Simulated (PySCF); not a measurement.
Er²⁺: ionisation energy

Er²⁺ [Xe] 4f12 (high-spin determinant) → Er³⁺ [Xe] 4f11 (high-spin determinant), as a difference of total energies. Calculation: PySCF 2.14, in ANO-RCC-VTZP (8s7p5d3f2g1h, 104 functions); the spin-free X2C one-electron Hamiltonian (Gaussian nucleus). Correlated levels: valence: [Kr] 4d10 frozen; valence and next inner shell: [Ar] 3d10 frozen. The calculations carry no spin-orbit coupling.

```
                                method  ionisation energy (eV)
                                   UHF                  18.469
                                   LDA                  25.255
                                   PBE                  24.610
                                  PBE0                  23.402
                                r2SCAN                  23.383
                         MP2 (valence)                  24.167
                     SCS-MP2 (valence)                  23.493
    MP2 (valence and next inner shell)                  24.816
SCS-MP2 (valence and next inner shell)                  23.935
```

Task: How much does correlation contribute at MP2 (valence and next inner shell)?

Result: 24.816 − (18.469) = 6.347 eV, measured against UHF.

A first-order spin-orbit estimate (lowest level to lowest level, LS coupling) adds -0.206 eV.

Errors of the correlated levels include the incompleteness of this basis and the frozen core.

The determinant of Er³⁺ and of Er²⁺ mixes LS terms, which raises its energy above the lowest term, most at the Hartree-Fock and MP2 levels.

For comparison: 22.7 ± 0.03 eV (semi-empirical (NIST evaluation); NIST Atomic Spectra Database, ionization energies).
